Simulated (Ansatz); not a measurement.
Start from `OC1=N[SiH2]S1` and change one atom or group to get `FC1=N[SiH2]S1`.

Ansatz, PBE0-D4/def2-TZVP geometries, multiplicity 1. Each molecule was computed in one conformer, which needn't be the lowest.

```tsv
property	`OC1=N[SiH2]S1`
HOMO–LUMO gap (ωB97M-V/def2-TZVPP) / eV	10.95
LUMO energy (ωB97M-V/def2-TZVPP) / eV	1.34
LUMO energy (PBE/def2-TZVPP) / eV	-1.36
zero-point energy (PBE0-D4/def2-TZVP) / kJ/mol	117.8
size of the dipole moment (B3LYP/def2-TZVPP) / D	0.68
ideal-gas entropy at 298 K and 1 bar (rigid rotor, harmonic PBE0-D4/def2-TZVP) / J/(mol·K)	310
```

(1) Give the same properties after the change, and the shifts. (Best estimate.)

## Answers

(1) The calculation gave: 
```
                                                                                  property  `FC1=N[SiH2]S1`  shift
                                                   HOMO–LUMO gap (ωB97M-V/def2-TZVPP) / eV            11.02   0.07
                                                     LUMO energy (ωB97M-V/def2-TZVPP) / eV             1.05  -0.29
                                                         LUMO energy (PBE/def2-TZVPP) / eV            -1.69  -0.33
                                            zero-point energy (PBE0-D4/def2-TZVP) / kJ/mol             84.3  -33.5
                                          size of the dipole moment (B3LYP/def2-TZVPP) / D             2.41   1.73
ideal-gas entropy at 298 K and 1 bar (rigid rotor, harmonic PBE0-D4/def2-TZVP) / J/(mol·K)              307     -3
```

The zero-point energy changes by -33.5 kJ/mol with -3 modes. Dipoles are sizes alone; their direction can turn.

B3LYP here is the variant with VWN-RPA as its local correlation; programs differ in this.
